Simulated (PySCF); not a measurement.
# Gas-phase XPS of `CC(=S)[SiH]1O[SiH2]O[SiH2]O1`, computed

Species: C2H8O3SSi3.
SMILES with atom numbers: `[CH3:1][C:2](=[S:3])[SiH:4]1[O:5][SiH2:6][O:7][SiH2:8][O:9]1`

Computed, not measured: delta-SCF UKS SCAN, pcX-2 on the ionised atom, pcseg-1 elsewhere, spin-free X2C (PySCF 2.14.0). Each binding energy is the total energy of the core-ionised species, with the hole localised on one atom, minus that of the ground state; both are solved self-consistently, so orbital relaxation is included.

**Question.** Give the core binding energies atom by atom.

**Answer.** 
| atom(s) | environment | level | binding energy (eV) | 2p1/2 (eV) | above the level's lowest (eV) | count |
| --- | --- | --- | --- | --- | --- | --- |
| C1 | methyl carbon | C 1s | 291.33 | – | 0.00 | 1 |
| S3 | thiocarbonyl sulfur | S 1s | 2476.60 | – | 0.00 | 1 |
| Si4 | oxygen-bound silicon | Si 2p3/2 | 107.99 | 108.61 | 0.00 | 1 |
| Si4 | oxygen-bound silicon | Si 1s | 1848.05 | – | 0.00 | 1 |
| O5/O9 | siloxane oxygen | O 1s | 537.98 | – | +0.06 | 2 |
| Si6/Si8 | oxygen-bound silicon | Si 2p3/2 | 108.03 | 108.66 | +0.04 | 2 |
| Si6/Si8 | oxygen-bound silicon | Si 1s | 1848.11 | – | +0.06 | 2 |
| O7 | siloxane oxygen | O 1s | 537.92 | – | 0.00 | 1 |

The 2 O 1s values lie within 0.06 eV of each other; Gaussian lines of 0.5 eV full width would blend them into one maximum.

The 2 Si 1s values lie within 0.06 eV of each other; Gaussian lines of 0.5 eV full width would blend them into one maximum.

The 2 Si 2p3/2 values lie within 0.04 eV of each other.

**Question.** What is the longest wavelength that can ionise Si 1s of Si4 vertically?

**Answer.** λ = hc/E = 12398.42 eV Å / 1848.05 eV = 6.709 Å.

The first atom of each set that the bonding makes equivalent was ionised and stands for the set. The list is incomplete; no value stands for C 1s of C2 (hole states with ⟨S²⟩ of 1 or more are left out). The 2p values aren't plain energy differences: one relaxed spin-free 2p hole is combined with a matrix within the shell (ground-state 2p orbital-energy differences and spin–orbit coupling). 2p3/2, the mean of its two sublevels, lies a third of the splitting below the shell's mean and 2p1/2 two thirds above it; the statistical areas are 2:1. 2p1/2 minus 2p3/2 (ligand field included): Si 0.63 eV. Isolated species at its PBE0-D3(BJ)/def2-SVP geometry (one conformer only).
